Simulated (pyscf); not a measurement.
# H₂N–Hf(Cl)(Cl)–Cl (SMILES [NH2][Hf]([Cl])([Cl])[Cl]), singlet

Gas-phase minimum from PySCF at ωB97X-D3(BJ)/def2-SVP, one conformer. 

SMILES: [Hf]([NH2])([Cl])([Cl])[Cl]
```xyz
7

N     -0.6609     0.4065    -1.8160
Hf    -0.9605    -1.3082    -0.8423
Cl    -1.8702    -0.7415     1.2390
Cl     1.1137    -2.3896    -0.7675
Cl    -2.4942    -2.6121    -2.0486
H     -1.2173     1.2543    -1.7116
H      0.0460     0.5624    -2.5339
```

Bonded distances (Å): N1–Hf2 1.994, N1–H6 1.019, N1–H7 1.019, Hf2–Cl3 2.341, Hf2–Cl4 2.340, Hf2–Cl5 2.347. Bond angles (°): Hf2–N1–H6 125.7, Hf2–N1–H7 125.4, H6–N1–H7 108.9, N1–Hf2–Cl3 106.5, N1–Hf2–Cl4 106.2, N1–Hf2–Cl5 109.0, Cl3–Hf2–Cl4 115.3, Cl3–Hf2–Cl5 109.7, Cl4–Hf2–Cl5 109.8.

Properties at ωB97X-D3(BJ)/def2-SVP:

```yaml
harmonic_wavenumbers_unscaled: 37, 89, 97, 117, 142, 157, 383, 394, 396, 491, 520, 676, 1509, 3571, 3660 cm⁻¹
zero_point_energy: 17.5 kcal/mol
rotational_symmetry_number: 1
Entropy of this conformer at 298 K and 1 atm, rigid rotor and harmonic oscillator, modes under 100 cm⁻¹ raised to 100: 402.3 J/(mol K)
dipole_moment: 2.95 D
```

Single-point totals, which compare only within one level:

```csv
level,total energy (hartree)
ωB97X-D3(BJ)/def2-TZVP,-1485.01989
PBE/def2-TZVP,-1484.32754
r²SCAN/def2-TZVP,-1484.84601
B3LYP-D3(BJ)/def2-TZVP,-1485.01531
PBE0-D3(BJ)/def2-TZVP,-1484.41468
M06-2X/def2-TZVP,-1484.77875
ωB97M-D3(BJ)/def2-TZVP,-1485.06746
```

The lowest mode is so soft that the shape along it may change with the basis. Soft torsions are taken as harmonic, which can shift the entropy by several J/(mol K). Elements past Kr carry the def2 core potentials, without spin-orbit coupling.
